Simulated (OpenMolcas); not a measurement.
Ti3+ (d1) among equal point charges was computed by CASSCF with the d shell active (OpenMolcas, ANO-RCC-VDZP on the metal). Its lowest spin-free states, and all those of the highest spin:

```json
{"2S+1": "2", "Degeneracy": "1", "E (cm-1)": "0.0"}
{"2S+1": "2", "Degeneracy": "2", "E (cm-1)": "1962"}
{"2S+1": "2", "Degeneracy": "1", "E (cm-1)": "3028"}
{"2S+1": "2", "Degeneracy": "1", "E (cm-1)": "7039"}
```

**Question.** Is the site octahedral, tetrahedral or cube-like, axial, or of lower symmetry?

**Answer.** The states with 2S+1 = 2 have orbital degeneracies 1, 2, 1, 1. There are pairs but no triples, so the site is axial: not cubic, but with a proper or improper axis of order three or more. The run had Ti3+ among 6 point charges of -1 e arranged as a tetragonal octahedron (D4h), 2.11 Å from the ion, with the axial distance 1.836 Å.

This is an electrostatic model: the charges have no orbitals. No measured value stands beside these numbers.
